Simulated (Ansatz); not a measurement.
A run for Ansatz (a quantum-chemistry and plane-wave program): R-wB97M-V/def2-TZVPPD on GaH6N (a complex), monomers drawn apart or pushed together. Files ending in .json are basis or fitting sets from the Basis Set Exchange.

Ansatz 0.2 input:
```yaml
crystal:
  periodic: [false, false, false]
  atoms:
    - {symbol: Ga, position_ang: [0.47028930, -0.36793714, 0.77091002]}
    - {symbol: H, position_ang: [0.08717462, -1.90124178, 0.83917580]}
    - {symbol: H, position_ang: [-0.28102932, 0.54110830, -0.28343333]}
    - {symbol: H, position_ang: [1.92853494, 0.05567303, 1.21425464]}
    - {symbol: N, position_ang: [-1.02006540, 0.55603473, 3.26905990]}
    - {symbol: H, position_ang: [-2.01339306, 0.36978831, 3.18183889]}
    - {symbol: H, position_ang: [-0.67587222, 0.07044233, 4.09047784]}
    - {symbol: H, position_ang: [-0.89416670, 1.55238664, 3.41198157]}
basis:
  gaussian:
    orbitals: def2-TZVPPD.json
hamiltonian:
  xc: {name: wB97M-V}
scf: {lower_state_search: off}
```

Give the final energy of this run.

-1983.0689 hartree.

How many basis functions does it have, and what does it roughly cost on one machine?

193 functions; roughly 7 core-seconds.
